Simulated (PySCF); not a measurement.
Method: TPSSh-D3(BJ)/def2-TZVP // B3LYP-D3(BJ)/def2-TZVP (PySCF 2.14.0). Gas-phase values, no solvent. One relaxed conformer stands for a flexible species; it need not be the lowest. Excitations are Tamm–Dancoff values on a coarser integration grid. The basis has no diffuse functions, so Rydberg states are missing or too high.

Reference species (SMILES): `[SiH2]=CO[SiH3]` (Si–C–O–Si torsion 0°) (neutral, multiplicity 1).

* **T1 excitation (TDA)**: 2.36 eV
* **HOMO–LUMO gap**: 4.03 eV

Changed species: `OC[SiH]=[SiH2]` (H–O–C–Si torsion -173°, O–C–Si–Si torsion -106°).

Task: Give the shifts of the T1 excitation (TDA) and HOMO–LUMO gap.

Result: the T1 excitation (TDA) drops by 0.66 eV, to 1.70 eV; the HOMO–LUMO gap falls by 0.78 eV, to 3.25 eV.
